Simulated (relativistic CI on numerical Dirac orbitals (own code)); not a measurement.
**Hyperfine structure of Ti4+, mass number 47**

Calculated at this level of theory: Dirac-Coulomb-Breit CI, separate exchange-only KLI orbitals for each configuration, model QED (radiative potential, 1s self-energy scaled to tabulated hydrogen-like ionisation energies), valence Slater integrals scaled by 0.85, P86 correlation energy added to each configuration (own radial code, finite nucleus).

CI space (outside the closed core [Ne]): 3s2.3p6, 3s2.3p5.3d, 3s.3p6.3d, 3s2.3p5.4s, 3s2.3p5.4p, 3s2.3p5.4d, 3s2.3p5.5s, 3s2.3p5.4f, 3s2.3p5.5p, 3s2.3p5.5d, 3s2.3p5.5f, 3s2.3p5.5g, 3s.3p6.4s, 3p6.3d2, 3p5.3d3, 3p5.3d2.4s, 3p5.3d2.4p, 3p5.3d2.4d, 3p5.3d2.5s. Double excitations out of closed p, d and f shells are left out; levels of such configurations are missing from the list, as are those of other unlisted configurations, and high levels can miss mixing partners. These lack a partner that the ground configuration has and come out too high: 3s2.3p5.4f, 3s2.3p5.5p, 3s2.3p5.5d, 3s2.3p5.5f, 3s2.3p5.5g.

Nuclear spin I = 5/2, μ = -0.78814 μN, Q = 0.302 b (tables of Stone and Pyykkö). The electronic factors are computed for point nuclear moments, without core polarisation; leaving it out makes A of s and p electrons in near-neutral atoms 20 to 40 % too small, and it can dominate for d and f shells.

| Level | E (cm⁻¹) | A (MHz) | B (MHz) |
| --- | --- | --- | --- |
| 3s2.3p5.3d 3P°_1 | 276475 | 66.76 | 43.5 |
| 3s2.3p5.3d 3P°_2 | 278394 | 154 | -6.41 |
| 3s2.3p5.3d 3F°_4 | 286891 | -236.2 | -805 |
| 3s2.3p5.3d 3F°_3 | 288708 | -397.3 | -718 |
| 3s2.3p5.3d 3F°_2 | 290477 | -678.7 | -658 |
| 3s2.3p5.3d 3D°_3 | 306987 | -187.2 | 642 |
| 3s2.3p5.3d 1D°_2 | 307653 | -372.9 | 887 |
| 3s2.3p5.3d 3D°_1 | 308923 | 5.175 | 329 |

Levels with J = 0, under 50 % of one LS term, or S terms without an open s electron are left out. Small factors come from cancelling terms and can be off by tens of per cent or more.

At this charge configurations can still be misplaced by up to about 7 % of their energy. 32 of the 44 excited levels that our extract of the measured tables holds in this range could be paired (the sources list more); they are missed by 7155 cm⁻¹ on average and 62903 at most, and levels without a partner can miss by more.

Task: Give the hyperfine levels of 3s2.3p5.3d 3F°_4 relative to its centre of gravity.

Result: With K = F(F + 1) − I(I + 1) − J(J + 1), E = AK/2 + B[¾K(K + 1) − I(I + 1)J(J + 1)]/[2I(2I − 1)J(2J − 1)]: F = 3/2: 2557, F = 5/2: 2203, F = 7/2: 1618, F = 9/2: 711, F = 11/2: -635.3, F = 13/2: -2563 MHz.

LS names give the leading component of a level, which can be under half, so a name can repeat, a term be missing and a line seem to break the LS rules.
